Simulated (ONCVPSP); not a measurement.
## lanthanum (La): excitation energies, all-electron against ONCV

La, optimised norm-conserving Vanderbilt (ONCV), made with ONCVPSP 4.0.1 (PBE, fully relativistic). Core [Kr] 4d10, reference 5s2 5p6 5d1 6s1.75 6p0.25. Waves: 5s+6s: rc 2.50 bohr, ncon 4, nbas 7, qcut 4.8 1/bohr, 2 projectors; 5p+6p: rc 3.40 bohr, ncon 4, nbas 8, qcut 5.1 1/bohr, 2 projectors; 5d: rc 3.30 bohr, ncon 4, nbas 8, qcut 3.9 1/bohr, 1 projector; f scattering state at 0.04 Ha: rc 3.45 bohr, ncon 3, nbas 7, qcut 3.5 1/bohr, 2 projectors, debl 2.9 Ha. Local part: polynomial inside 2.40 bohr (lpopt 5, dvloc0 3 Ha). Core correction: Teter function, fcfact 5.75, rcfact 1.6.

Open shells are filled in proportion to 2j + 1.

In the f channel the program set the typed energies aside and used -0.166, 2.734 Ha (j = l + 1/2; the other j can differ).

Energies are relative to the spin-unpolarised reference configuration 5s2 5p6 5d1 6s1.75 6p0.25; without spin polarisation the order of configurations can differ from experiment.

| valence configuration | charge | ΔE all-electron (eV) | error AE − PS (meV) |
| --- | --- | --- | --- |
| 5s2 5p6 5d1 6s2 6p0 | 0 | -0.583 | -0.1 |
| 5s2 5p6 5d1 6s1 6p0 | +1 | 5.383 | -1.0 |
| 5s2 5p6 5d1 6s0 6p0 | +2 | 16.269 | -10 |

(1) What are ΔE and the potential's error for 5s2 5p6 5d2 6s1 6p0?

Levels in the configuration 5s2 5p6 5d1 6s1 6p0:

| level | all-electron (eV) | pseudo (eV) |
| --- | --- | --- |
| 5s j=1/2 | -44.693 | -44.706 |
| 5p j=3/2 | -27.423 | -27.426 |
| 5p j=1/2 | -29.938 | -29.943 |
| 5d j=5/2 | -8.419 | -8.417 |
| 5d j=3/2 | -8.633 | -8.631 |
| 6s j=1/2 | -8.342 | -8.345 |

Note: ghosts flagged at negative energy: s at -275.2 eV (a further GHOST(-) flag falls on a real empty level of the atom); no localised positive-energy state flagged. A true bound ghost makes a file unfit for plane-wave use.

Results:

(1) ΔE = 0.213 eV all-electron; the error (AE − PS) is -7.6 meV.
